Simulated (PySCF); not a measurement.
AlF2H4NO2Si, SMILES [OH][Al]([OH])[NH][SiH](F)F. Atoms are numbered in the order given.

```xyz
11

Si    -0.2190    -1.4950     0.0000
F      0.1856    -2.4112     1.2751
F      0.1856    -2.4112    -1.2751
N      0.6515    -0.0269     0.0000
Al     0.0258     1.6529     0.0000
O      1.0318     3.0167     0.0000
O     -1.6595     1.8215     0.0000
H     -1.6700    -1.2631     0.0000
H      1.6652    -0.1424     0.0000
H      1.9893     3.0754     0.0000
H     -2.1336     2.6569     0.0000
```
Charge 0, spin multiplicity 1.

Coordinates come from a B3LYP-D3(BJ)/def2-SVP optimisation. The structure was generated by enumeration; whether it is a known compound was not checked. Other conformers were not sampled.

Level of theory: PBE0/pcSseg-1 run with PySCF.

GIAO shieldings, no solvent; atoms listed in one row are averaged. δ = σ(ref) − σ: ²⁹Si against TMS (σ = 352.7 ppm); ¹⁹F against CFCl3 (σ = 167.2 ppm); ¹⁵N against NH3 (σ = 267.4 ppm); ¹⁷O against H2O (σ = 334.2 ppm); ¹H against TMS (σ = 31.56 ppm), references at their B3LYP-D3(BJ)/def2-TZVP geometries, non-relativistic.

| nucleus | atoms | count | δ (ppm) |
|---|---|---|---|
| ²⁹Si | Si1 | 1 | -36.3 |
| ¹⁹F | F2, F3 | 2 | -147.9 |
| ¹⁵N | N4 | 1 | 36.4 |
| ¹⁷O | O6 | 1 | 12.0 |
| ¹⁷O | O7 | 1 | 6.4 |
| ¹H | H8 | 1 | 4.92 |
| ¹H | H10 | 1 | 1.79 |
| ¹H | H11 | 1 | 1.66 |
| ¹H | H9 | 1 | 0.86 |
